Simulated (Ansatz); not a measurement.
Reaction (redistribution): `[CH3][Al]([SiH3])[Br]` + `C=C([SiH3])CCl` → `C=C([SiH3])C[SiH3]` + `[CH3][Al]([Cl])[Br]`

Computed with Ansatz on PBE0-D4/def2-TZVP structures; ΔE is electronic, products minus reactants. CCSD(T)/CBS is the MP2 limit (def2-TZVPP, def2-QZVPP) plus CCSD(T) − MP2 in def2-TZVPP, frozen cores. Functionals use def2-TZVPP. B3LYP here is the variant with VWN-RPA as its local correlation; programs differ in this. For Br outer-core shells are correlated without core-valence functions, which leaves a few kJ/mol of doubt a bond. Scalar relativity is left out up to krypton. Each species was taken in one conformer, which may not be the lowest.

**Question.** Is it downhill or uphill in electronic energy at CCSD(T)/CBS, and by how much? (An estimate is asked.)

**Answer.** Ansatz gave: Downhill: ΔE = -216.1 kJ/mol.

**Question.** What do these levels give: B3LYP-D4, B2PLYP, PBE, HF/def2-TZVPP, MP2/def2-TZVPP, SCS-MP2/def2-QZVPP? (An estimate is asked.)

**Answer.** Ansatz gave: B3LYP-D4 -212.6, B2PLYP -215.6, PBE -193.3, HF/def2-TZVPP -223.1, MP2/def2-TZVPP -227.3, SCS-MP2/def2-QZVPP -223.7 kJ/mol.

Largest T1 diagnostic among the species: 0.011.

The D4 term adds −4.5 kJ/mol with B3LYP and −2.5 kJ/mol with PBE0; it sums over pairs of atoms, weighted by their polarisabilities, and B3LYP, whose exchange is more repulsive, gets the larger term. From PBE to PBE0 (25 % exact exchange), in def2-TZVPP and without D4, ΔE moves by −9.4 kJ/mol.
